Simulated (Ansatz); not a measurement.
Consider the ligand exchange at a Ga–F bond: `[NH2][Ga]([NH2])[F]` + NH₃ → `[NH2][Ga]([NH2])[NH2]` + H–F.

Isolated molecules relaxed with PBE0-D4/def2-TZVP in Ansatz; ΔE leaves out vibrations. CBS: MP2 limit from def2 TZ/QZ plus the TZ coupled-cluster correction, frozen cores. This one scheme is used for every species. Functionals use def2-TZVPP. B3LYP here is the variant with VWN-RPA as its local correlation; programs differ in this. For Ga outer-core shells are correlated without core-valence functions, which leaves a few kJ/mol of doubt a bond. Scalar relativity is left out up to krypton. Each species was taken in one conformer, which may not be the lowest.

| level | ΔE (eV) |
| --- | --- |
| B3LYP-D4 | 0.70 |
| r2SCANh-D4 | 0.71 |
| CAM-B3LYP-D4 | 0.72 |
| ωB97X-V | 0.71 |
| B2PLYP | 0.72 |
| MP2/def2-SVP | 0.80 |
| CCSD/def2-TZVPP | 0.65 |
| MP2/CBS(def2) | 0.54 |

Q: What does CCSD(T)/CBS give? (Best estimate.)

A: The calculation gave: +0.57 eV. The listed levels differ from it by 0.13, 0.14, 0.15, 0.14, 0.15, 0.23, 0.08, -0.03 eV.

Largest T1 diagnostic among the species: 0.013.

From r2SCAN to r2SCAN0 (25 % exact exchange), in def2-TZVPP and without D4, ΔE moves by −0.03 eV. The D4 term adds −0.06 eV with B3LYP and −0.03 eV with PBE0; it sums over pairs of atoms, weighted by their polarisabilities, and B3LYP, whose exchange is more repulsive, gets the larger term.
